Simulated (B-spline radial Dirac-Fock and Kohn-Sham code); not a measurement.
B 1s: cross section and angular parameters

System: neutral boron in the configuration [He] 2s2 2p1; threshold 188.0 eV (tabulated edge). Method: Dirac-Hartree-Slater photoionisation with a Latter tail; cross sections with all multipoles, angular parameters from the dipole term and its interference with E2. Computed with an atomic code on a B-spline grid.

For linearly polarised light dσ/dΩ = σ/(4π) [1 + β P₂(cos θ) + (δ + γ cos²θ) sin θ cos φ], with θ from the polarisation vector and φ the angle between the beam and the projection of the electron momentum on the plane normal to the polarisation.

```csv
hν (eV),σ (kb),β,γ
200,1190,2.000,0.001
300,504,2.000,0.151
539,114,2.000,0.354
552,107,2.000,0.363
651,68.3,2.000,0.426
794,39.6,2.000,0.504
800,?,?,?
866,31.0,2.000,0.540
1060,17.5,2.000,0.628
1320,9.29,2.000,0.730
1910,3.11,2.000,0.923
1940,2.97,2.000,0.932
2330,1.71,2.000,1.040
2984.4,0.801,2.000,1.202
3410,0.530,2.000,1.298
3590,0.452,2.000,1.336
4960,0.164,2.000,1.599
5580,0.113,2.000,1.706
5590,0.112,2.000,1.707
5730,0.103,2.000,1.731
6450,0.0708,2.000,1.845
8260,0.0319,2.000,2.104
12200,0.00896,2.000,2.577
```

Question: Give the values at 800 eV.

Answer: σ = 38.7 kb, β = 2.000, γ = 0.507. For an s subshell δ is negligible.
